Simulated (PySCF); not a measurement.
**Electron correlation in B (boron, neutral)**

[He] 2s2 3s1, 2S determinant (an excited configuration). Computed with PySCF 2.14 in dyall-acv3z, with no relativity, point nucleus. Frozen: nothing; 5 electrons correlated; the 5 highest virtual orbitals of each spin left out.

| level | correlation energy (mhartree) |
| --- | --- |
| CCSD | -114.45 |
| (T) | -1.40 |
| CCSD(T) | -115.85 |

Diagnostics: T1 = 0.016, D1 = 0.0473, largest double amplitude 0.137.

The outer electron is Rydberg-like, and this basis confines it to a smaller radius and binds it less than a complete one would.

Cost of the coupled-cluster step: roughly 21 core-seconds, for 5 correlated electrons.
